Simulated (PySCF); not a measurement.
# Cu⁺: ionisation energy

Cu⁺ [Ar] 3d10 (1S) → Cu²⁺ [Ar] 3d9 (2D), as a difference of total energies. All numbers are calculated (PySCF 2.14, scalar relativity by spin-free X2C-1e, in x2c-QZVPPall). Correlated levels: valence: [Ar] frozen; valence and next inner shell: [Ne] frozen. The calculations carry no spin-orbit coupling.

```json
{"method": "UHF", "ionisation energy (eV)": "17.136"}
{"method": "LDA", "ionisation energy (eV)": "21.558"}
{"method": "PBE", "ionisation energy (eV)": "20.939"}
{"method": "PBE0", "ionisation energy (eV)": "20.229"}
{"method": "r2SCAN", "ionisation energy (eV)": "20.333"}
{"method": "B2PLYP", "ionisation energy (eV)": "20.464"}
{"method": "TPSS", "ionisation energy (eV)": "20.539"}
{"method": "MP2 (valence)", "ionisation energy (eV)": "20.852"}
{"method": "SCS-MP2 (valence)", "ionisation energy (eV)": "20.406"}
{"method": "MP2 (valence and next inner shell)", "ionisation energy (eV)": "21.481"}
```

Q: Estimate what SCS-MP2 (valence and next inner shell) gives.

A: 20.902 eV, closest to PBE among the rows shown.

Q: Estimate what wB97X gives.

A: 20.320 eV, closest to r2SCAN among the rows shown.

A first-order spin-orbit estimate (lowest level to lowest level, LS coupling) adds -0.116 eV.

Errors of the correlated levels include the incompleteness of this basis and the frozen core.

For comparison: 20.292 eV (measured; NIST Atomic Spectra Database, ionization energies).
